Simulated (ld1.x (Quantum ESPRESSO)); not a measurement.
# What one change does to a pseudopotential (Hf (Z = 72), TM)

- Element: Hf
- Generator: ld1.x (Quantum ESPRESSO) 7.5
- Type: norm-conserving Troullier–Martins (Kleinman–Bylander form)
- Functional: PBE
- Relativity: scalar-relativistic
- Frozen core: [Xe] 4f14
- Valence charge: 4
- Reference configuration: 5d2 6s2 6p0
- Partial waves: 6s (bound): rc 2.20 bohr; 6p (bound, empty): rc 3.00 bohr; 5d (bound): rc 2.65 bohr; 5f channel at -0.2 Ry: rc 2.40 bohr
- Local potential: all-electron potential smoothed inside 2.30 bohr (lloc = -2)
- Core correction: none

Change: core correction a·sin(br)/r model core inside 2.50 bohr.

Cutoffs: the cutoffs (Ry, on a coarse ladder) from which the occupation-weighted sum of valence levels, in a spherical-Bessel basis at the reference potential, stays within 10 and 1 mRy of its value at 400 Ry; they do not see the model core or the augmentation charge, which bear on the density cutoff. Errors are all-electron minus pseudo energies relative to the spin-unpolarised reference configuration.

Problem. Predict the effect on cutoff, ghosts and configuration errors.

Solution. The potential gets neither clearly harder nor softer (21 Ry and 30 Ry → 21 Ry and 30 Ry); both files keep a bound ghost (f); of the 7 tests that both files solve, the error grows in 0 and shrinks in 7 by more than 15 % and 0.3 meV (median size 67.5 → 2.4 meV). Exchange and correlation are not linear in the density, so unscreening with the valence charge alone errs where core and valence overlap; a model core restores that term. A model core, the more so a compact one, raises the density cutoff, which this test does not measure.

| quantity | base | changed |
| --- | --- | --- |
| cutoff, loose | 21 Ry | 21 Ry |
| cutoff, tight | 30 Ry | 30 Ry |
| bound ghosts | f | f |
| error for 5d2 6s1 6p0, meV [ΔE 7.98 eV] | +13 | +1.6 |
| error for 5d2 6s0 6p0, meV [ΔE 22.16 eV] | +154 | +2.4 |
| error for 5d1 6s0 6p0, meV [ΔE 43.95 eV] | +304 | -162 |
| error for 5d2 6s1 6p1, meV [ΔE 3.83 eV] | +7.9 | -0.5 |
| error for 5d2 6s0 6p1, meV [ΔE 12.65 eV] | +67 | +19 |
| error for 5d1 6s2 6p0, meV [ΔE 6.50 eV] | +178 | +60 |
| error for 5d2 6s1.5 6p0, meV [ΔE 3.25 eV] | +1.3 | -0.2 |
| s: phases at 3.25 bohr within 0.05 rad from the reference energy up to (Ry; the scan ends near 5) | 0.1 | 0.1 |
| p: phases at 3.25 bohr within 0.05 rad from the reference energy up to (Ry; the scan ends near 5) | 0.2 | 0.2 |
| d: phases at 3.25 bohr within 0.05 rad from the reference energy up to (Ry; the scan ends near 5) | 1.5 | 1.5 |
| f: phases at 3.25 bohr within 0.05 rad from the reference energy up to (Ry; the scan ends near 5) | 3.1 | 3.1 |

 A true bound ghost makes a file unfit for plane-wave use even where its test errors are small: the radial tests pick states by their node count and pass the ghost by.
